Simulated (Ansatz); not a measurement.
Born–Oppenheimer molecular dynamics of CH5ClSn (8 atoms, charge 0, multiplicity 1). It starts from a relaxed structure.

Theory: RKS B3LYP/def2-SVP (Ansatz).

```json
{
 "ensemble": "NVT, Nosé–Hoover chain",
 "time step": "0.5 fs",
 "steps asked": "150",
 "set temperature": "1000 K",
 "thermostat": "time constant 20 fs, chain length 1",
 "seed": "116506"
}
```

First frame:

```xyz
8
Properties=species:S:1:pos:R:3
Sn 0.046 -0.046 0.023
H 0.092 0.038 1.740
H 1.616 0.122 -0.659
Cl -1.181 1.873 -0.687
C -1.023 -1.771 -0.725
H -1.684 -2.168 0.058
H -1.626 -1.459 -1.590
H -0.309 -2.548 -1.036
```

(1) What does the run give?

(2) What happens to the structure?

(3) How do temperature and energy run in time?

## Answers

(1) The run went to its last step.

```json
{"steps done": "150", "time covered": "75 fs", "mean temperature over the second half": "1548 K", "spread of the potential energy over the second half": "38.1 meV per atom", "mean potential energy of the second half above the start": "122.1 meV per atom"}
```

The conserved energy stayed within 1.9 meV per atom of its start (net change 1.1 meV per atom), so the integration is sound. The mean temperature of the second half is 55 % above the set value. A run of 0.075 ps of so small a system gives no equilibrium averages.

(2) The same pairs are bonded in the first frame and the last. Pairs count as bonded within 1.25 times the sum of covalent radii (0.12 Å more for H–H). This is one draw of velocities; another would differ in detail.

(3) 
```tsv
time (fs)	T (K)	potential energy less start (eV)	conserved less start (meV/atom)
0.0	1000	0.000	0.00
3.5	556	0.350	0.41
7.0	367	0.507	0.40
10.5	547	0.385	0.11
14.0	457	0.494	0.45
17.5	610	0.435	0.40
21.0	811	0.352	0.16
24.5	855	0.421	0.50
28.0	949	0.492	0.56
31.5	841	0.684	0.43
35.0	579	1.000	1.07
38.5	1189	0.681	0.65
42.0	1682	0.498	0.69
45.5	1410	0.943	1.42
49.0	1267	1.181	0.75
52.5	1232	1.296	0.99
56.0	1460	1.245	1.60
59.5	2170	0.762	0.60
63.0	1625	1.188	1.19
66.5	1547	1.185	0.71
70.0	2271	0.512	0.07
73.5	1083	1.252	1.33
```

The run took 7.8 min on 1 thread of Arm Neoverse V2 (shared host), peak memory 0.17 GiB.
